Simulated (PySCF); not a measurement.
## [MnO4]2-: what the settings change

[MnO4]2-: Mn(VI) (d1), charge -2. The structure is a PBE0-D3(BJ)/def2-TZVP, IEF-PCM water geometry optimised for multiplicity 2; coordination tetrahedral, point group Td, metal–donor distances 1.63 Å.

The d shell alone is too small an active space for [MnO4]2- (an active orbital has only 0.52 squared overlap with the free ion's shell): its levels, fitted parameters, g values and moments show what this model gives and aren't sound predictions.

```
5

Mn    0.0000    0.0000    0.0000
O     0.9409    0.9409    0.9409
O     0.9409   -0.9409   -0.9409
O    -0.9409   -0.9409    0.9409
O    -0.9409    0.9409   -0.9409
```

Method (PySCF 2.14, density fitting): CASSCF(1,5) with orbitals averaged over all microstates of the shell, strongly contracted NEVPT2 on the averaged canonical orbitals; basis x2c-TZVPall on the metal, x2c-SVPall elsewhere; spin-free X2C; IEF-PCM water; spin-orbit coupling by state interaction with the mean-field operator over all roots.

Base run: NEVPT2 ground state 2E, next 2T2 at 17273, 10Dq(NEVPT2) 17273, ζ 237 cm⁻¹, μeff(300 K) 1.72 μB.

(1) What happens with the basis x2c-TZVPall on all atoms?

No frequencies were computed for the optimised geometry. Charge-transfer states lie outside this active space and may come lower than some of these levels. The ground state is orbitally degenerate in this regular structure, which would distort (Jahn–Teller), so its moment is that of the undistorted model. NEVPT2 on the d shell alone tends to put d–d bands too high for such charged or covalently bound ions.

## Answers

(1) NEVPT2 ground state 2E, next 2T2 at 16184, 10Dq(NEVPT2) 16184, ζ 238 cm⁻¹, μeff(300 K) 1.72 μB. It took 10 s against 4.2 s on a shared host of the same kind.
